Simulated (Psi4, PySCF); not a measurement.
BFO, triplet, geometry from GFN2-xTB (a higher spin typed on purpose: for a closed-shell molecule this is an excited state), atoms displaced at random by about 0.08 Å a coordinate. Base run: PySCF with B3LYP/6-31G, gradient.

PySCF was given this input:
```python
from pyscf import gto, scf, dft

mol = gto.M(
    atom='''
F    -0.90805009    0.34982020    0.11724553
B    -0.10090551   -0.56428868   -0.39147254
O     1.07401220   -0.10730148    0.12651039
''',
    basis='6-31g',
    spin=2,
    verbose=3,
)

mf = dft.UKS(mol)
mf.xc = 'b3lyp'
mf.kernel()
g = mf.nuc_grad_method()
grad = g.kernel()
```

Programs used: Psi4, PySCF; a row that names a program was run with it.

The coordinate followed is x of atom 3.

The base run was repeated with changes; each row names its change, and settings that it needs were set with it.

```
change                                                  dE/dx (Eh/bohr)  net force (Eh/bohr)
------------------------------------------------------  ---------------  -------------------
base                                                          -0.045383             0.000353
conv_tol = 1e-11                                              -0.045383             0.000353
density fitting = on                                          -0.045387             0.000353
finite difference step (bohr) = 1e-4; conv_tol = 1e-11        -0.045459                    -
grids.level = 1; grid_response = on                           -0.045431             0.000000
grids.level = 0; grid_response = off                          -0.047064             0.008487
grid_response = on                                            -0.045459             0.000000
grids.level = 0; grid_response = on                           -0.054175             0.000000
code = psi4                                                   -0.045534             0.000207
grids.level = 5; grid_response = off                          -0.045455             0.000010
finite difference step (bohr) = 1e-5; conv_tol = 1e-11        -0.045459                    -
density fitting = on; auxbasis_response = off                 -0.044977             0.001398
```

The net force is zero for an exact gradient.

Open shells are given as the SCF converged; they aren't shown to be the lowest states, and a large step between rows can be another state.
